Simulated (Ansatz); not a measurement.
The same ligand exchange along the group B, Al, Ga, In.

Computed with Ansatz on PBE0-D4/def2-TZVP structures; ΔE is electronic, products minus reactants. CCSD(T)/CBS is the MP2 limit (def2-TZVPP, def2-QZVPP) plus CCSD(T) − MP2 in def2-TZVPP, frozen cores. This one scheme is used for every species. DFT in def2-TZVPP. B3LYP here is the variant with VWN-RPA as its local correlation; programs differ in this. def2 core potentials past Kr. For Br, Ga, In outer-core shells are correlated without core-valence functions, which leaves a few kJ/mol of doubt a bond. Scalar relativity is left out up to krypton.

```csv
reaction,CCSD(T)/CBS(def2) (kJ/mol)
boron trifluoride + HBr → `FB(F)Br` + H–F,?
`[F][Al]([F])[F]` + HBr → `[F][Al]([F])[Br]` + H–F,19
`[F][Ga]([F])[F]` + HBr → `[F][Ga]([F])[Br]` + H–F,-56
`[F][In]([F])[F]` + HBr → `[F][In]([F])[Br]` + H–F,-92
```

(1) Fill in the missing values. (Best estimate.)

Largest T1 diagnostic: 0.018, for `[F][In]([F])[F]`.

Answers

(1) Ansatz gave: boron trifluoride + HBr → `FB(F)Br` + H–F: +71.7 kJ/mol.
